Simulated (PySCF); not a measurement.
Geometries of 2 isomers of C4H10OSi, from PySCF 2.14.0, PBE0-D3(BJ)/def2-SVP geometry optimisation, gas phase. One conformer each, no zero-point energy, no frequencies.

Task: Which is lower in electronic energy at this level?
A.
```xyz
16
angstrom
C      0.955    0.990   -0.667
C      1.593   -0.062    0.251
Si     0.188   -1.002    1.110
C     -1.268   -0.770   -0.073
C     -1.394    0.716   -0.445
O     -0.253    1.485   -0.134
H      0.782    0.569   -1.677
H      1.618    1.860   -0.793
H      2.230    0.421    1.008
H      2.238   -0.749   -0.320
H     -0.104   -0.445    2.466
H      0.506   -2.457    1.266
H     -2.212   -1.157    0.342
H     -1.046   -1.388   -0.960
H     -1.636    0.827   -1.521
H     -2.212    1.181    0.124
```
B.
```xyz
16
angstrom
C      2.987   -0.105   -0.085
C      1.832   -0.740   -0.281
C      0.541   -0.086   -0.665
C     -0.548   -0.254    0.401
Si    -2.197    0.512   -0.075
O     -3.372    0.248    1.081
H      3.893   -0.640    0.209
H      3.071    0.980   -0.216
H      1.791   -1.828   -0.133
H      0.719    0.985   -0.861
H      0.186   -0.520   -1.618
H     -0.207    0.193    1.352
H     -0.719   -1.324    0.616
H     -2.715   -0.116   -1.324
H     -1.997    1.981   -0.312
H     -3.262    0.698    1.923
```

Result: B. That is `C=CCC[SiH2]O`, 11.3 kcal/mol below the other.

| SMILES | atoms numbered as above | E (Eh) | relative (kcal/mol) | relative (kJ/mol) | dipole (D) |
| --- | --- | --- | --- | --- | --- |
| C=CCC[SiH2]O | [CH2:1]=[CH:2][CH2:3][CH2:4][SiH2:5][OH:6] | -522.52441 | 0.0 | 0.0 | 1.48 |
| C1C[SiH2]CCO1 | [CH2:1]1[CH2:2][SiH2:3][CH2:4][CH2:5][O:6]1 | -522.50646 | 11.3 | 47.1 | 1.36 |

As drawn, the lower has an O–H bond, an Si–O bond and a C=C bond outside aromatic rings, which the higher lacks.
